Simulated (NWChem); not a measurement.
All runs are NWChem calculations. System: C₃H₃FO₃, charge 1, spin multiplicity 2, at the geometry of a parent with another charge or spin, in a state set for the comparison that need not be this species' ground state. Its SCF solution wasn't tested for a lower state.

The NWChem input:

```
start mol
memory heap 200 mb stack 900 mb global 1100 mb
charge 1
geometry units angstroms nocenter noautoz noautosym
  O      2.288413    -0.019543     0.210222
  C      1.129938     0.091956    -0.007873
  O      0.432146     1.250280    -0.038751
  C     -0.909220     1.004460    -0.442717
  C     -1.042433    -0.515398    -0.306466
  F     -1.648569    -0.839930     0.875048
  O      0.280990    -0.953212    -0.291542
  H     -1.604180     1.529077     0.226782
  H     -1.054330     1.344061    -1.480892
  H     -1.586471    -1.020075    -1.118423
end
basis spherical
  * library def2-svp
end
dft
  xc xwpbe 1.00 cpbe96 1.0 hfexch 1.00
  cam 0.3 cam_alpha 0.00 cam_beta 1.00
  odft
  mult 2
  direct
  iterations 100
end
task dft energy
```

The output up to the point where the run's verdict is printed (cleaned and shortened):

```
             Northwest Computational Chemistry Package (NWChem) 7.3.0
             --------------------------------------------------------

                                NWChem Input Module
                                -------------------

 Scaling coordinates for geometry "geometry" by  1.889725989
 (inverse scale =  0.529177249)

                             Geometry "geometry" -> ""
                             -------------------------

 Output coordinates in angstroms (scale by  1.889725989 to convert to a.u.)

  No.       Tag          Charge          X              Y              Z
 ---- ---------------- ---------- -------------- -------------- --------------
    1 O                    8.0000     2.28841300    -0.01954300     0.21022200
    2 C                    6.0000     1.12993800     0.09195600    -0.00787300
    3 O                    8.0000     0.43214600     1.25028000    -0.03875100
    4 C                    6.0000    -0.90922000     1.00446000    -0.44271700
    5 C                    6.0000    -1.04243300    -0.51539800    -0.30646600
    6 F                    9.0000    -1.64856900    -0.83993000     0.87504800
    7 O                    8.0000     0.28099000    -0.95321200    -0.29154200
    8 H                    1.0000    -1.60418000     1.52907700     0.22678200
    9 H                    1.0000    -1.05433000     1.34406100    -1.48089200
   10 H                    1.0000    -1.58647100    -1.02007500    -1.11842300

 Effective nuclear repulsion energy (a.u.)     322.6744263572

            Nuclear Dipole moment (a.u.)
            ----------------------------
        X                 Y               Z
 ---------------- ---------------- ----------------
    -0.0000000000     0.0000018897    -0.0000094486


 Summary of "ao basis" -> "" (spherical)
 ------------------------------------------------------------------------------
       Tag                 Description            Shells   Functions and Types
 ---------------- ------------------------------  ------  ---------------------
 *                          def2-svp                  on all atoms
[...]
 d= 0,ls=0.0,diis    75   -440.5410120774 -6.68D-06  5.17D-05  4.48D-05   556.8
                                                     2.16D-04  2.26D-05
 d= 0,ls=0.0,diis    76   -440.5409477340  6.43D-05  8.04D-05  5.15D-05   566.8
                                                     2.53D-04  2.67D-05
 d= 0,ls=0.0,diis    77   -440.5410405539 -9.28D-05  2.94D-04  1.75D-05   575.4
                                                     9.18D-04  1.09D-05
 d= 0,ls=0.0,diis    78   -440.5406568458  3.84D-04  3.13D-04  2.37D-04   584.7
                                                     9.53D-04  1.26D-04
 d= 0,ls=0.0,diis    79   -440.5410555585 -3.99D-04  2.41D-04  9.73D-06   590.6
                                                     9.51D-04  7.31D-06
 d= 0,ls=0.0,diis    80   -440.5413307750 -2.75D-04  2.66D-04  1.81D-06   598.6
                                                     1.09D-03  4.02D-06
 d= 0,ls=0.0,diis    81   -440.5416358235 -3.05D-04  1.18D-04  1.40D-05   606.0
                                                     4.73D-04  1.20D-05
 d= 0,ls=0.0,diis    82   -440.5415006161  1.35D-04  5.86D-05  1.07D-05   616.0
                                                     2.33D-04  9.13D-06
 d= 0,ls=0.0,diis    83   -440.5415700540 -6.94D-05  2.78D-05  6.11D-06   623.8
                                                     1.10D-04  6.56D-06
 d= 0,ls=0.0,diis    84   -440.5415393516  3.07D-05  3.49D-05  4.56D-06   630.9
                                                     1.22D-04  5.45D-06
 d= 0,ls=0.0,diis    85   -440.5415056535  3.37D-05  7.20D-05  3.21D-06   638.2
                                                     2.85D-04  4.46D-06
 d= 0,ls=0.0,diis    86   -440.5414256005  8.01D-05  4.71D-05  2.11D-06   648.0
                                                     2.01D-04  3.80D-06
 d= 0,ls=0.0,diis    87   -440.5414827397 -5.71D-05  2.39D-05  2.07D-06   657.4
                                                     1.05D-04  3.80D-06
 d= 0,ls=0.0,diis    88   -440.5414506140  3.21D-05  7.52D-05  5.53D-06   666.9
                                                     2.94D-04  5.52D-06
 d= 0,ls=0.0,diis    89   -440.5413633940  8.72D-05  1.28D-04  1.11D-05   676.7
                                                     5.23D-04  7.75D-06
 d= 0,ls=0.0,diis    90   -440.5415185316 -1.55D-04  1.59D-05  2.94D-06   682.5
                                                     6.83D-05  4.53D-06
 d= 0,ls=0.0,diis    91   -440.5415381992 -1.97D-05  3.06D-06  2.46D-06   688.0
                                                     1.70D-05  4.22D-06
 d= 0,ls=0.0,diis    92   -440.5415357571  2.44D-06  3.86D-05  2.98D-06   694.6
                                                     1.63D-04  4.60D-06
 d= 0,ls=0.0,diis    93   -440.5414891900  4.66D-05  2.18D-04  3.12D-06   701.0
                                                     9.10D-04  4.67D-06
 d= 0,ls=0.0,diis    94   -440.5412310005  2.58D-04  1.47D-04  2.68D-06   706.6
                                                     6.16D-04  4.00D-06
 d= 0,ls=0.0,diis    95   -440.5414059069 -1.75D-04  8.79D-05  2.62D-06   713.2
                                                     3.71D-04  4.31D-06
 d= 0,ls=0.0,diis    96   -440.5413002022  1.06D-04  1.54D-05  3.44D-06   719.2
                                                     6.14D-05  4.37D-06
 d= 0,ls=0.0,diis    97   -440.5413170536 -1.69D-05  2.91D-05  3.86D-06   725.1
                                                     1.08D-04  4.57D-06
 d= 0,ls=0.0,diis    98   -440.5412872024  2.99D-05  1.64D-04  3.43D-06   731.8
                                                     6.69D-04  4.33D-06
 d= 0,ls=0.0,diis    99   -440.5410938216  1.93D-04  9.16D-05  1.01D-05   739.7
                                                     3.28D-04  7.09D-06
 d= 0,ls=0.0,diis   100   -440.5409920837  1.02D-04  6.35D-05  2.50D-05   745.6
                                                     2.34D-04  1.40D-05
```

Convergence was not reached. The next line reads: Calculation failed to converge. NWChem stopped with the message: dft energy failed.
